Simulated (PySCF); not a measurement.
C₃H₁₀OSi (SMILES CCC[SiH2]O), singlet, at a GFN2-xTB geometry. Base run: M062X/6-31G in PySCF.

The PySCF input:
```python
from pyscf import gto, scf, dft, solvent

mol = gto.M(
    atom='''
Si    0.929818   -0.555206   -0.118271
O     2.448426   -0.042474   -0.412069
C    -0.225083    0.918044    0.234732
C    -1.619911    0.535868    0.723711
C    -2.401075   -0.260982   -0.311615
H     0.915887   -1.452693    1.043784
H     0.642269   -1.244924   -1.368553
H     2.907646    0.545710    0.180694
H     0.235199    1.565098    0.987937
H    -0.326238    1.528960   -0.665685
H    -2.179951    1.443604    0.968523
H    -1.534070   -0.052761    1.639849
H    -3.411979   -0.457357    0.039810
H    -1.912855   -1.211962   -0.508236
H    -2.464354    0.291422   -1.246752
''',
    basis='6-31g',
    charge=0,
    spin=0,
    verbose=4,
)

mf = dft.RKS(mol)
mf.xc = 'm062x'
mf.kernel()
mf.analyze()
```

Variants of this job, named by their change:

| change | ΔE vs base (kcal/mol) | dipole (D) | HOMO-LUMO gap (eV) |
|---|---|---|---|
| base | 0.000 | 2.35 | 10.71 |
| model = IEF-PCM; solvent = acetonitrile | -6.15 | 2.86 | 10.72 |
| model = IEF-PCM; solvent = water | -6.31 | 2.87 | 10.72 |
| model = IEF-PCM; solvent = water; vdw_scale = 1.1 | -8.49 | 2.95 | 10.74 |
| model = SS(V)PE; solvent = water | -6.22 | 2.85 | 10.73 |
| model = IEF-PCM; solvent = water; lebedev_order = 11 | -6.04 | 2.85 | 10.72 |
| model = IEF-PCM; solvent = water; lebedev_order = 41 | -6.34 | 2.87 | 10.72 |
| model = IEF-PCM; solvent = water; vdw_scale = 1.0 | -11.59 | 3.02 | 10.77 |
| model = COSMO; solvent = water | -6.32 | 2.87 | 10.72 |
| model = IEF-PCM; solvent = dichloromethane | -5.29 | 2.78 | 10.73 |
| model = IEF-PCM; solvent = dimethylsulfoxide | -6.22 | 2.86 | 10.72 |
| model = IEF-PCM; solvent = toluene | -2.86 | 2.58 | 10.72 |

The base is the gas phase, so ΔE is the electrostatic part of solvation at a fixed geometry, without cavity and dispersion terms.
